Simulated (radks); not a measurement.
Valence configurations of Gd+ (all share [Xe]). Method: scalar-relativistic Kohn-Sham, PBE, spin-polarised, spherical densities, finite nucleus; open shells are filled with parallel spins first (spin-orbit coupling, left out, can overturn this in heavy ions); Fermi nuclear charge, rms radius 5.1569 fm; computed with a radial shooting solver on a logarithmic mesh with Libxc functionals. Energies are relative to 4f7 5d1 6s1; eigenvalues in eV for spin up.

| valence | E (eV) | moment (Bohr magnetons) | e(4f) | e(5d) | e(6p) | e(6s) |
|---|---|---|---|---|---|---|
| 4f7 5d1 6s1 | 0.000 | 9 | -16.773 | -9.031 | - | -9.796 |
| 4f7 5d2 | 0.956 | 9 | -14.647 | -7.674 | - | - |
| 4f8 6s1 | -0.532 | 7 | -10.617 | - | - | -9.025 |
| 4f7.5 5d1 6s0.5 | -0.059 | 8 | -12.555 | -7.609 | - | -8.948 |
| 4f6 5d2 6s1 | 10.355 | 9 | -23.476 | -10.499 | - | -10.385 |
| 4f5 5d3 6s1 | 26.258 | 9 | -30.728 | -11.917 | - | -10.841 |
| 4f7.5 5d0.5 6s1 | -0.688 | 8 | -13.566 | -8.257 | - | -9.435 |
| 4f8 5d1 | 1.147 | 7 | -8.864 | -6.326 | - | - |
| 4f7 6s2 | 0.460 | 7 | -19.225 | - | - | -10.334 |
| 4f7 6s1 6p1 | 3.425 | 9 | -20.328 | - | -7.442 | -11.436 |

NIST lists [Xe] 4f7 5d1 6s1 as the ground configuration; this level of theory puts 4f7.5 5d0.5 6s1 lower, by 0.688 eV. The energies are those of spherical high-spin densities, not of single terms.
